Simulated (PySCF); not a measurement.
A calculated (PBE0, PySCF 2.14, ANO-RCC-VTZP, scalar relativity by spin-free X2C-1e) atom or ion has these occupied shells.

| shell | electrons | orbital energy (eV) | rms radius, mean of both spins (bohr) |
| --- | --- | --- | --- |
| 1s α | 1 | -7048.1 | 0.0675 |
| 1s β | 1 | -7048.1 | 0.0675 |
| 2s α | 1 | -845.60 | 0.289 |
| 2s β | 1 | -843.41 | 0.289 |
| 2p α | 3 | -721.08 | 0.261 |
| 2p β | 3 | -719.20 | 0.261 |
| 3s α | 1 | -111.76 | 0.872 |
| 3s β | 1 | -106.08 | 0.872 |
| 3p α | 3 | -76.422 | 0.933 |
| 3p β | 3 | -70.300 | 0.933 |
| 3d α | 5 | -21.157 | 1.24 |
| 3d β | 1 | -17.369 | 1.24 |
| 4p α | 1 | -9.498 | 3.63 |

**Question.** Name the element and its charge.

**Answer.** Fe⁺ (iron, charge +1), in [Ar] 3d6 4p1, one real determinant (an excited configuration).
